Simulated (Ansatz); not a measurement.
`CO[SiH](C)[SeH]` + `OPO` → `OP(O)[SeH]` + `CO[SiH2]C`  (ligand exchange at the Se–Si bond)

Program: Ansatz. Geometries: PBE0-D4/def2-TZVP. ΔE: electronic, gas phase. CBS: MP2 limit from def2 TZ/QZ plus the TZ coupled-cluster correction, frozen cores. DFT in def2-TZVPP. For Se outer-core shells are correlated without core-valence functions, which leaves a few kJ/mol of doubt a bond. Scalar relativity is left out up to krypton. One conformer a species, not always the lowest.

`CO[SiH](C)[SeH]`:

Z-matrix (Å, degrees):
```
C
O 1 1.408
H 1 1.097 2 111.5
H 1 1.095 2 111.1 3 -121.4
H 1 1.091 2 108.2 3 119.2
Si 2 1.639 1 123.8 3 59.4
Se 6 2.291 2 112.3 1 57.5
C 6 1.851 2 106.7 1 176.5
H 6 1.488 2 109.6 1 -60.1
H 7 1.467 6 92.8 2 -90.1
H 8 1.092 6 110.7 2 174.5
H 8 1.093 6 110.0 2 54.2
H 8 1.092 6 110.7 2 -65.2
```

`OPO`:

```xyz
6

O     0.378    1.191   -0.145
P     0.664   -0.427   -0.034
O    -0.779   -1.108   -0.376
H     0.677    1.530   -0.993
H     0.569   -0.411    1.390
H    -1.509   -0.775    0.157
```

`OP(O)[SeH]`:

```xyz
7

O    -0.122   -1.451   -0.298
P    -0.489   -0.203    0.682
O    -1.295    0.584   -0.491
Se    1.525    0.918    0.784
H     0.521   -2.035    0.116
H    -1.837    1.286   -0.116
H     1.697    0.902   -0.677
```

`CO[SiH2]C`:

Cartesian coordinates in Å:
```
C 1.296 0.937 1.025
O -0.061 1.109 0.699
Si -0.759 0.415 -0.621
C -0.827 -1.444 -0.499
H 1.546 1.625 1.834
H 1.950 1.156 0.171
H 1.503 -0.085 1.366
H 0.013 0.791 -1.843
H -2.124 0.992 -0.692
H 0.174 -1.880 -0.451
H -1.328 -1.858 -1.378
H -1.383 -1.759 0.388
```

Task: Is it downhill or uphill in electronic energy at CCSD(T)/CBS, and by how much? (An estimate is asked.)

Result: Computed: Uphill: ΔE = +0.54 eV.

Task: What do these levels give: r2SCAN-D4, ωB97X-V, HF/def2-TZVPP, MP2/def2-TZVPP, CCSD/def2-TZVPP, MP2/CBS(def2)? (Estimate.)

Result: The calculation gave: r2SCAN-D4 0.42, ωB97X-V 0.54, HF/def2-TZVPP 0.58, MP2/def2-TZVPP 0.57, CCSD/def2-TZVPP 0.58, MP2/CBS(def2) 0.55 eV.

Largest T1 diagnostic among the species: 0.013.

From PBE to PBE0 (25 % exact exchange), in def2-TZVPP and without D4, ΔE moves by +0.08 eV.
